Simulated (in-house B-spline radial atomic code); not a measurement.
Configurations of Pr II (Pr+), with energies counted from [Xe] 4f3 6s1. Computed with a B-spline radial code for spherical atoms: scalar-relativistic (X2C) LDA exchange-only, spin-polarised, spherical fractional occupations, Fermi nucleus of rms radius 4.8919 fm. Shells without spins written out take the highest spin.

Occupations are held fixed; configurations that lie above the ionisation limit could autoionise.

```
                                                                    configuration  E - E(ref) (eV)  highest orbital  its <r> (bohr)
                                                                     [Xe] 4f3 5d1           1.1999            4f up           1.208
                                           [Xe] 4f(1 up, 2 down) 6s(0 up, 1 down)           1.4093            4f up           1.177
                                                                     [Xe] 4f3 7p1           6.4588            7p up           9.855
                                                                     [Xe] 4f3 7f1           8.8936            7f up           23.21
                                                                 [Xe] 4f2 6s1 7p1           9.2645            7p up           9.184
[Kr] 4d10 4f(2 up, 1 down) 5s2 5p(3 up, 2 down) 6s(0 up, 1 down) 6d(1 up, 0 down)           27.926            6d up           7.465
                                                         [Kr] 4d9 4f4 5s2 5p6 6s1            105.9            6s up           4.066
 [Kr] 4d(4 up, 5 down) 4f(2 up, 1 down) 5s2 5p6 6s(1 up, 0 down) 6p(1 up, 0 down)           115.98            6p up            4.59
```

Question: Order these further configurations by energy, lowest first.
A. [Kr] 4d(5 up, 4 down) 4f(0 up, 3 down) 5s2 5p6 6s(1 up, 0 down) 7p(1 up, 0 down)
B. [Xe] 4f(3 up, 0 down) 6s(0 up, 1 down)
C. [Kr] 4d10 4f(3 up, 0 down) 5s2 5p(2 up, 3 down) 6s(1 up, 0 down) 6f(1 up, 0 down)
D. [Kr] 4d9 4f3 5s2 5p6 6s2
E. [Xe] 4f3 6f1

Answer: B (0.28568 eV), E (8.2469 eV), C (29.394 eV), D (110.34 eV), A (120 eV).

Question: How far above the reference does [Kr] 4d9 4f3 5s2 5p6 6s1 6p1 lie?

Answer: 112.51 eV; its least bound orbital is 6p up with <r> = 4.572 bohr.

Question: How far above the reference does [Kr] 4d10 4f3 5s2 5p5 6s1 6f1 lie?

Answer: 27.803 eV; its least bound orbital is 6f up with <r> = 13.81 bohr.

Question: How far above the reference does [Xe] 4f4 lie?

Answer: 3.1487 eV; its least bound orbital is 4f up with <r> = 1.554 bohr.
